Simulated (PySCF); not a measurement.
Work out the structure from these simulated measurements.

Formula: CH7NSSi.

* UV, strongest line: among the 10 lowest singlet transitions: S7 at 7.59 eV (163 nm, f = 0.064) [TDDFT wB97X-D/def2-SVPD]
* Valence photoelectron: vertical ionisation energy: 8.93 eV [ΔSCF wB97X-D/def2-SVPD]
* Polarisability: 70.4 au [wB97X-D/def2-SVPD]
* 13C NMR: chemical shifts (computed TMS as zero) by class: 11.9 (1 C) ppm [GIAO PBE0/pcSseg-1]
* Dipole: 0.39 D [wB97X-D/def2-SVPD]
* Rotational structure: rotational constants A, B, C: 11.155, 2.314, 2.024 GHz [PBE0-D3(BJ)/def2-SVP]
* NMR, other nuclei: isotropic shieldings of nuclei other than C and H, by class: 249 (1 N), 367 (1 Si), 683 (1 S) ppm [GIAO PBE0/pcSseg-1]
* UV, first state: lowest singlet excitation: 5.54 eV (224 nm, f = 0.001) [TDDFT wB97X-D/def2-SVPD]

Gas-phase values; electronic properties from PySCF, density fitting. Levels stand in brackets. The structure is a single PBE0-D3(BJ)/def2-SVP conformer in the gas phase; no vibrational or solvent corrections. NMR values are class means; diastereotopic atoms form classes of their own.

Task: Propose a structure and show how it fits.

Result: Numbering: `[CH3:1][S:2][SiH2:3][NH2:4]`. Its formula, CH7NSSi, gives 0 degrees of unsaturation, so no ring and no π bond. The one carbon: S-methyl carbon [C1] (11.9 ppm). The other shieldings belong to: 249 ppm, silicon-bound nitrogen [N4]; 367 ppm, SiH2 silicon [Si3]; 683 ppm, sulfur bonded to C and Si [S2]. The first electron is taken from the HOMO, whose largest Löwdin shares are 0.70 on the sulfur bonded to C and Si, 0.10 on the S-methyl carbon and 0.09 on the SiH2 silicon. The optimised geometry has point group C1 and is an asymmetric top. Structure: `CS[SiH2]N`. The assignments are read from this structure; whether some other isomer fits the data as well wasn't checked.

Conformer computed: `[CH3:1][S:2][SiH2:3][NH2:4]`: C1–S2–Si3–N4 164°, H–N4–Si3–S2 86°, H–N4–Si3–S2 -57°.
